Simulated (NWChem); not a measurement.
System: BNH3Cl; SMILES B(Cl)N

```xyz
6

B     -0.5800     0.5139     0.0000
H     -1.7612     0.6555     0.0000
Cl     0.0853    -1.1441     0.0000
N      0.2831     1.6023     0.0000
H     -0.0555     2.5545     0.0000
H      1.2912     1.5168     0.0000
```
Atoms are numbered in this order, from 1.

Computed with NWChem. Pople sets run with spherical d functions. Coordinates come from a B3LYP/6-31G* (spherical d) optimisation. Atomic charges in e: unrestrained fits to the electrostatic potential beside Mulliken populations; buried atoms are poorly determined by the fit.

For level Hartree-Fock/6-31G*:

```
Property      Value
------------  -----
ESP B1         0.60
Mulliken B1    0.42
Mulliken Cl3  -0.28
ESP N4        -0.90
Mulliken N4   -0.90
```

Task: Estimate the same quantities for level B3LYP/def2-SVP.

Result: 
| Item | Value |
|---|---|
| ESP B1 | 0.31 |
| Mulliken B1 | -0.04 |
| Mulliken Cl3 | -0.13 |
| ESP N4 | -0.63 |
| Mulliken N4 | -0.05 |
